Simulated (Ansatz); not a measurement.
Reaction (redistribution): `[InH2][I]` + `[AlH2][CH]1C[SiH2]1` → `[InH2][CH]1C[SiH2]1` + `[AlH2][I]`

Gas-phase electronic energies from Ansatz, PBE0-D4/def2-TZVP geometries. CBS: MP2 limit from def2 TZ/QZ plus the TZ coupled-cluster correction, frozen cores. DFT in def2-TZVPP. def2 core potentials past Kr. For I, In outer-core shells are correlated without core-valence functions, which leaves a few kJ/mol of doubt a bond.

```csv
level,ΔE (eV)
PBE0-D4,0.34
PBE,0.34
```

Problem. What does CCSD(T)/CBS give? (Estimate.)

Solution. Ansatz gave: +0.27 eV. The listed levels differ from it by 0.07, 0.07 eV.

Largest T1 diagnostic among the species: 0.013.

In def2-TZVPP, CCSD(T) changes the Hartree–Fock value by −0.16 eV (the triples alone add −0.01 eV) and MP2 by −0.19 eV.
